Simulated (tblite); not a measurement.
Species: C8H5F2 (doublet state).
Atom-mapped SMILES: `[CH:1]#[C:2][C@@:3]12[CH2:4][C@H:5]3[C@@H:6]1[C:7]2[C:8]3([F:9])[F:10]` (hydrogens: H11 on C1; H12, H13 on C4; H14 on C5; H15 on C6)
Bond orders are those of one Lewis drawing.

Computed with GFN2-xTB (tblite), gas phase: L-BFGS steps from a force-field or distance-geometry start until the largest atomic force falls under 0.01 eV/Å.

Step 17: E = -786.7790 eV
```
atom  x, y, z in Å  |  force x, y, z in eV/Å
C1      2.5073    1.1093    1.8340   -0.022  -0.017  -0.036
C2      1.6601    0.7321    1.0715    0.055  -0.104  -0.015
C3      0.5979    0.2481    0.2752    0.028  -0.008  -0.031
C4      0.1439   -1.2058    0.1138    0.024   0.023   0.107
C5     -1.2209   -0.6190   -0.2862   -0.013  -0.013   0.004
C6     -0.8536    0.7173    0.3963    0.002   0.081   0.053
C7     -0.0742    1.0097   -0.8452   -0.121   0.129   0.019
C8     -0.9107    0.0488   -1.6413    0.051   0.027  -0.111
F9     -2.0178    0.6008   -2.1923    0.045   0.026   0.005
F10    -0.3853   -0.7280   -2.6102    0.140  -0.017  -0.108
H11     3.2593    1.4479    2.4829    0.006   0.005  -0.055
H12     0.1090   -1.7115    1.0739    0.031  -0.109   0.072
H13     0.6638   -1.8227   -0.6229   -0.107   0.075   0.020
H14    -2.1598   -1.1522   -0.2050   -0.036  -0.069   0.098
H15    -1.3232    1.3331    1.1335   -0.082  -0.029  -0.022
```

Step 18: E = -786.7832 eV
```
atom  x, y, z in Å  |  force x, y, z in eV/Å
C1      2.5074    1.1086    1.8292    0.004  -0.008  -0.014
C2      1.6582    0.7294    1.0709    0.028  -0.083  -0.040
C3      0.5939    0.2508    0.2765    0.041  -0.013  -0.056
C4      0.1439   -1.2027    0.1139   -0.036  -0.013   0.080
C5     -1.2227   -0.6209   -0.2851   -0.064   0.086   0.013
C6     -0.8569    0.7161    0.4007   -0.041   0.064   0.037
C7     -0.0835    1.0171   -0.8399   -0.046   0.037   0.004
C8     -0.9088    0.0490   -1.6404    0.049   0.034  -0.090
F9     -2.0098    0.5972   -2.2052    0.018   0.002   0.011
F10    -0.3691   -0.7300   -2.6004    0.126   0.007  -0.106
H11     3.2617    1.4459    2.4741    0.041   0.018  -0.024
H12     0.1112   -1.7156    1.0690    0.029  -0.096   0.125
H13     0.6581   -1.8188   -0.6245   -0.052   0.051  -0.031
H14    -2.1657   -1.1490   -0.2003    0.020  -0.071   0.075
H15    -1.3224    1.3308    1.1397   -0.118  -0.016   0.014
```

Step 19: E = -786.7868 eV
```
atom  x, y, z in Å  |  force x, y, z in eV/Å
C1      2.5074    1.1079    1.8251    0.027  -0.001   0.002
C2      1.6579    0.7253    1.0696    0.011  -0.051  -0.052
C3      0.5912    0.2528    0.2765    0.024  -0.009  -0.048
C4      0.1431   -1.2007    0.1155   -0.085  -0.037   0.042
C5     -1.2249   -0.6212   -0.2840   -0.074   0.126   0.019
C6     -0.8600    0.7163    0.4046   -0.063   0.032   0.005
C7     -0.0917    1.0237   -0.8356    0.035  -0.050  -0.011
C8     -0.9059    0.0495   -1.6414    0.032   0.024  -0.036
F9     -2.0030    0.5949   -2.2146    0.000  -0.022  -0.003
F10    -0.3543   -0.7308   -2.5956    0.091   0.054  -0.063
H11     3.2640    1.4446    2.4666    0.059   0.022  -0.006
H12     0.1138   -1.7205    1.0674    0.023  -0.058   0.127
H13     0.6526   -1.8152   -0.6258   -0.015   0.032  -0.055
H14    -2.1698   -1.1482   -0.1944    0.068  -0.052   0.043
H15    -1.3248    1.3294    1.1442   -0.132  -0.009   0.037
```

Problem. Estimate the geometry and energy of step 20. (The exact step hangs on the optimiser's Hessian estimate; all steps are aligned on step 19, rigid shifts and turns removed.)

Solution. E = -786.7898 eV, largest force 0.139 eV/Å
```
atom  x, y, z in Å  |  force x, y, z in eV/Å
C1      2.5076    1.1071    1.8216    0.039   0.000   0.007
C2      1.6586    0.7207    1.0675    0.007  -0.013  -0.044
C3      0.5890    0.2540    0.2758   -0.007  -0.010  -0.008
C4      0.1409   -1.2000    0.1179   -0.100  -0.041   0.009
C5     -1.2277   -0.6196   -0.2827   -0.046   0.098   0.019
C6     -0.8636    0.7175    0.4078   -0.052   0.006  -0.029
C7     -0.0977    1.0283   -0.8322    0.093  -0.101  -0.022
C8     -0.9026    0.0503   -1.6433    0.003   0.007   0.023
F9     -1.9972    0.5931   -2.2220   -0.011  -0.039  -0.024
F10    -0.3407   -0.7297   -2.5942    0.049   0.098  -0.003
H11     3.2665    1.4439    2.4603    0.057   0.017  -0.006
H12     0.1168   -1.7254    1.0686    0.009  -0.006   0.085
H13     0.6477   -1.8120   -0.6275   -0.007   0.024  -0.049
H14    -2.1718   -1.1490   -0.1878    0.087  -0.025   0.008
H15    -1.3303    1.3288    1.1481   -0.121  -0.015   0.033
```

The energy changes by -0.0031 eV. The first-order estimate −F·Δx gives -0.0043 eV and the mean of the old and new forces, exact on a quadratic surface, -0.0031 eV. The step makes an angle of 62° with the force vector and moves no atom by more than 0.014 Å.

What follows is the cost of the whole relaxation. Hardware: an Arm Neoverse V1 with one thread, on a shared host. Cost: 0.3 s of wall time.
